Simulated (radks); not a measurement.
Neutral technetium inside a hard spherical wall (all orbitals vanish at R), configuration held at [Kr] 4d5 5s2 and not refilled when levels cross. Calculated with a radial shooting solver on a logarithmic mesh with Libxc functionals: scalar-relativistic Kohn-Sham, LDA (Slater exchange, Perdew-Wang correlation), spin-unpolarised, spherical densities, point nucleus. Eigenvalues in eV, with the zero of energy where the potential of the charges vanishes at infinity; a dash marks a level that is unbound or too diffuse for the functional's potential to be trusted. A positive occupied level is held by the wall or, in an anion where self-interaction has pushed it up, behind a barrier. The pressure on the wall is -dE/dV.

R (bohr)  E (hartree)  kinetic (hartree)    e(4s)    e(4p)   e(4d)   e(5s)  e(5p, empty)  e(6s, empty)  pressure (GPa)
free      -4281.25867           4419.481  -73.391  -45.401  -6.812  -5.259        -1.521        -0.034               0
20        -4281.25867           4419.481  -73.391  -45.401  -6.812  -5.259        -1.521         0.088        < 0.0001
15        -4281.25867           4419.481  -73.391  -45.401  -6.812  -5.259        -1.518         0.345        < 0.0001
6         -4281.21124           4419.772  -72.096  -44.120  -5.627  -3.932         0.946        12.652            3.65
4         -4280.68748           4421.998  -66.236  -38.459  -0.252   4.271        12.373        48.693             113
3         -4278.79592           4428.978  -55.639  -28.288  10.768  26.078        39.504        118.29            1030
2.5       -4275.41377           4440.903  -43.640  -16.246  25.068  58.468        76.919        203.29            4070
1.5       -4227.60511           4581.498   56.168   92.680  152.76  374.48        407.52        857.80          149000
